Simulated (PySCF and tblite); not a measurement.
3 regioisomers of C7H7NO:

| isomer | SMILES |
| --- | --- |
| A | [CH2:1]=[CH:2][c:3]1[cH:4][n:5][o:6][c:7]1[CH:8]=[CH2:9] |
| B | [CH2:1]=[CH:2][c:3]1[cH:4][o:5][n:6][c:7]1[CH:8]=[CH2:9] |
| C | [CH2:1]=[CH:2][c:3]1[cH:4][c:5]([CH:6]=[CH2:7])[o:8][n:9]1 |

Protocol: conformer search, at most 5 conformers an isomer, GFN2-xTB geometries, energies PBE0/pcSseg-1 (D3(BJ) added where defined), GIAO shieldings PBE0/pcSseg-1, weights at 298.15 K with GFN2-xTB thermal terms. Programs: PySCF with density fitting and tblite.

Task: What shifts does each isomer give (ppm; of two unlike H on one atom, a is the less shielded)?

Result: 
A: ¹H (against TMS): 8.46 (H4, 1H), 6.97 (H8, 1H), 6.82 (H2, 1H), 6.64 (H9a, 1H), 5.96 (H1a, 1H), 5.91 (H9b, 1H), 5.63 (H1b, 1H). ¹³C (against TMS): 171.4 (C7), 152.0 (C4), 131.6 (C2), 127.9 (C8), 126.9 (C9), 123.8 (C3), 121.4 (C1). ¹⁵N (against NH3): 418.5 (N5).

B: ¹H (against TMS): 8.65 (H4, 1H), 7.12 (H8, 1H), 6.90 (H2, 1H), 6.62 (H9a, 1H), 6.00 (H9b, 1H), 5.97 (H1a, 1H), 5.68 (H1b, 1H). ¹³C (against TMS): 163.6 (C4), 162.2 (C7), 132.6 (C8), 132.6 (C2), 129.7 (C9), 126.0 (C3), 123.8 (C1). ¹⁵N (against NH3): 419.5 (N6).

C: ¹H (against TMS): 7.13 (H2, 1H), 6.89 (H6, 1H), 6.57 (H7a, 1H), 6.55 (H4, 1H), 6.24 (H1a, 1H), 5.89 (H1b, 1H), 5.86 (H7b, 1H). ¹³C (against TMS): 177.0 (C5), 166.8 (C3), 135.0 (C2), 130.4 (C6), 126.5 (C7), 125.9 (C1), 106.6 (C4). ¹⁵N (against NH3): 420.3 (N9).

Unscaled ¹⁵N shifts at such levels can be off by tens of ppm; differences between conformers or isomers are more reliable. Shifts are unscaled: against experiment ¹³C can be off by 15 ppm or more and ¹H by 0.8 ppm.


¹⁵N shifts are against a computed isolated NH3 molecule, about 20 ppm from the liquid.